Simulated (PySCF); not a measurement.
A calculated (TPSS, PySCF 2.14, def2-TZVPPD, no relativity, point nucleus) atom or ion has these occupied shells.

```tsv
shell	electrons	orbital energy (eV)	rms radius, mean of both spins (bohr)
1s α	1	-9434.5	0.0591
1s β	1	-9434.5	0.0591
2s β	1	-1147.2	0.249
2s α	1	-1147.2	0.249
2p α	3	-1011.0	0.221
2p β	3	-1011.0	0.221
3s α	1	-137.66	0.743
3s β	1	-137.65	0.743
3p α	3	-94.353	0.781
3p β	3	-94.335	0.781
3d α	5	-21.686	1.02
3d β	5	-21.589	1.02
4p α	1	-9.237	3.31
```

(1) Name the element and its charge.

Answers

(1) Zn⁺ (zinc, charge +1), in [Ar] 3d10 4p1, 2P determinant (an excited configuration).
